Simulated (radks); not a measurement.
Effect of the nuclear size on the chlorine ion Cl3+, [Ne] 3s2 3p2. Calculated with a radial shooting solver on a logarithmic mesh with Libxc functionals: Dirac Kohn-Sham, relativistic LDA (MacDonald-Vosko exchange, VWN5 correlation), spin-unpolarised, spherical densities, finite nucleus; open shells are shared between the two j in proportion to 2j + 1; Fermi nuclear charge, rms radius 3.3654 fm. The rms radius is varied about that value; shifts are against it.

\begin{tabular}{lrrrr}
rms radius (fm) & total energy shift (eV) & density at nucleus (e/bohr^3) & 1s1/2 shift (meV) & 2s1/2 shift (meV) \\ \hline
2.7327 & -0.00475 & 3577 & -1.99 & -0.143 \\
3.0793 & -0.00227 & 3569 & -0.948 & -0.068 \\
3.3654 & 0 & 3563 & 0.000 & 0.000 \\
3.4967 & 0.00111 & 3560 & 0.463 & 0.033 \\
4.1529 & 0.00725 & 3549 & 3.03 & 0.219 \\
\end{tabular}

Slopes of the eigenvalues against <r^2> in GHz/fm^2, as finite differences over the two radii next to the reference (eigenvalue slopes, not the field-shift constants of lines): 1s1/2 124, 2s1/2 8.98.
